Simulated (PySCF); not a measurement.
1-bromo-2,2-dichloro-1-fluoroethene (C₂BrCl₂F), SMILES ClC(Cl)=C(Br)F. Geometry: PBE0-D3(BJ)/def2-SVP.

These are PySCF 2.14.0 with PBE0-D3(BJ)/def2-SVP values and carry that method's errors.

Harmonic wavenumbers (cm⁻¹): 110, 148, 241, 317, 337, 354, 509, 550, 823, 1008, 1239, 1727. Rotational constants (GHz): 2.410, 0.9262, 0.6691; symmetry number 1.

Question: Work out the zero-point energy and the ideal-gas rigid-rotor harmonic-oscillator thermochemistry at 298.15 K and 1 atm.

Answer: ZPE = ½ Σ hcν = ½ × 7363 cm⁻¹ = 10.53 kcal/mol. H − E(el) = 15.11 kcal/mol. Entropy in cal/(mol K): translation 41.69, rotation 29.76, vibration 12.97, total 84.41. G − E(el) = -10.06 kcal/mol. Cp = 21.95 cal/(mol K). Modes under 150 cm⁻¹ make the vibrational entropy uncertain.
